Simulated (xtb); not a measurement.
C4H10Zn, triplet, geometry from GFN2-xTB (such geometries of metal compounds can be far from the true shape) (a higher spin typed on purpose: for a closed-shell molecule this is an excited state); xtb 6.7.1 with GFN2-xTB.

Input for xtb:
```
$ xtb mol.xyz --gfn 2 --uhf 2 --json

# file mol.xyz
15

Zn    -0.37528979     0.18243967     0.99339466
C      1.69930461    -0.68589563    -0.02525953
C      1.52989648    -2.16325062    -0.19280947
H      2.43563050    -0.40861454     0.72142499
H      1.83102170    -0.14668714    -0.95367365
H      0.73111761    -2.39310900    -0.89637408
H      1.31002125    -2.64887367     0.75799703
H      2.44888771    -2.61766265    -0.58457780
C     -1.18070437     0.43394040    -1.32714972
C     -0.78886695     1.80282015    -1.78750946
H     -2.24946250     0.30148551    -1.19762412
H     -0.73181495    -0.36987472    -1.89486316
H      0.29386078     1.91129168    -1.83095053
H     -1.19244613     2.57397888    -1.13126329
H     -1.17590079     1.99918975    -2.79556629
```

The log (banner, timings and long lists left out):

```
   ID    Z sym.   atoms
    1   30 Zn     1
    2    6 C      2, 3, 9, 10
    3    1 H      4-8, 11-15

           -------------------------------------------------
          |                Calculation Setup                |
           -------------------------------------------------

molecular fragmentation (1/2 indicates fragments):
111121112222222
# atoms in fragment 1/2:     7     8
 fragment masses (1/2) :       93.43       30.07
CMA distance (Bohr)    :   5.450
constraining FC (au)   :  0.0500

           -------------------------------------------------
          |                 G F N 2 - x T B                 |
           -------------------------------------------------

          ...................................................
          :                      SETUP                      :
          :.................................................:
          :  # basis functions                  30          :
          :  # atomic orbitals                  30          :
          :  # shells                           20          :
          :  # electrons                        28          :
          :  max. iterations                   250          :
          :  Hamiltonian                  GFN2-xTB          :
          :  restarted?                      false          :
          :  GBSA solvation                  false          :
          :  PC potential                    false          :
          :  electronic temp.          300.0000000     K    :
          :  accuracy                    1.0000000          :
          :  -> integral cutoff          0.2500000E+02      :
          :  -> integral neglect         0.1000000E-07      :
          :  -> SCF convergence          0.1000000E-05 Eh   :
          :  -> wf. convergence          0.1000000E-03 e    :
          :  Broyden damping             0.4000000          :
          :  net charge                          0          :
          :  unpaired electrons                  2          :
          ...................................................

 iter      E             dE          RMSdq      gap      omega  full diag
   1    -14.0714493 -0.140714E+02  0.700E+00    3.68       0.0  T
   2    -14.1773095 -0.105860E+00  0.223E+00    5.70       1.0  T
   3    -14.2352936 -0.579841E-01  0.226E+00    5.06       1.0  T
   4    -14.2645256 -0.292320E-01  0.410E-01    5.63       1.0  T
   5    -14.2646390 -0.113428E-03  0.112E-01    5.63       1.0  T
[...]
         :: total energy             -14.060174083634 Eh    ::
[...]
    15   1 H        0.924     0.038     2.479     2.462

 Mol. C6AA /au·bohr⁶  :       2786.162644
 Mol. C8AA /au·bohr⁸  :      96615.047160
 Mol. α(0) /au        :         96.776004

Wiberg/Mayer (AO) data.
largest (>0.10) Wiberg bond orders for each atom

 ---------------------------------------------------------------------------
     #   Z sym  total        # sym  WBO       # sym  WBO       # sym  WBO
 ---------------------------------------------------------------------------
     1  30 Zn   0.969 --     2 C    0.421     9 C    0.421
     2   6 C    3.548 --     3 C    1.068     5 H    0.977     4 H    0.971
                             1 Zn   0.421
     3   6 C    3.997 --     2 C    1.068     6 H    0.980     7 H    0.978
                             8 H    0.948
     4   1 H    0.999 --     2 C    0.971
     5   1 H    0.999 --     2 C    0.977
     6   1 H    0.999 --     3 C    0.980
     7   1 H    0.999 --     3 C    0.978
     8   1 H    0.996 --     3 C    0.948
     9   6 C    3.548 --    10 C    1.068    12 H    0.977    11 H    0.971
                             1 Zn   0.421
    10   6 C    3.997 --     9 C    1.068    13 H    0.980    14 H    0.978
                            15 H    0.948
    11   1 H    0.999 --     9 C    0.971
    12   1 H    0.999 --     9 C    0.977
    13   1 H    0.999 --    10 C    0.980
    14   1 H    0.999 --    10 C    0.978
    15   1 H    0.996 --    10 C    0.948
 ---------------------------------------------------------------------------

Topologies differ in total number of bonds
Writing topology from bond orders to xtbtopo.mol

molecular dipole:
                 x           y           z       tot (Debye)
 q only:       -0.132       0.065       0.345
   full:        0.015      -0.007      -0.043       0.116
molecular quadrupole (traceless):
                xx          xy          yy          xz          yz          zz
 q only:       -1.535       0.115       1.011      -0.936       0.024       0.524
  q+dip:       -0.436      -0.767       0.318      -0.058      -0.339       0.118
   full:       -0.706      -0.265       1.470       0.125      -0.539      -0.764

           -------------------------------------------------
          | TOTAL ENERGY              -14.060174083634 Eh   |
          | GRADIENT NORM               0.000020005265 Eh/α |
          | HOMO-LUMO GAP               5.629562685227 eV   |
           -------------------------------------------------

normal termination of xtb
```
